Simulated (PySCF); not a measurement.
# Dipole polarisabilities along group 6

Calculated with PySCF 2.14 for the ground configurations, without spin-orbit coupling: coupled response for Hartree-Fock and DFT. Mean α in bohr³, C₆ of like pairs in atomic units.

```csv
species,α UHF,α PBE,α PBE0,α recommended (Schwerdtfeger and Nagle),C₆ UHF,C₆ PBE,C₆ PBE0
"Cr [Ar] 3d5 4s1 (aug-cc-pwCVTZ, non-relativistic)",112.6,70.89,76.71,83 ± 12,1033,575.2,637.4
"Mo [Kr] 4d5 5s1 (aug-cc-pwCVTZ-PP with ECP28MDF, ECP)",108.1,72.90,77.53,87 ± 6,1196,759.8,812.2
"W [Xe] 4f14 5d4 6s2 (aug-cc-pwCVTZ-PP with ECP60MDF, ECP)",101.7,72.10,75.02,68 ± 15,1255,882.0,923.2
```

Hartree-Fock lacks correlation. All values carry a basis error, and heavy open shells lack spin-orbit coupling.
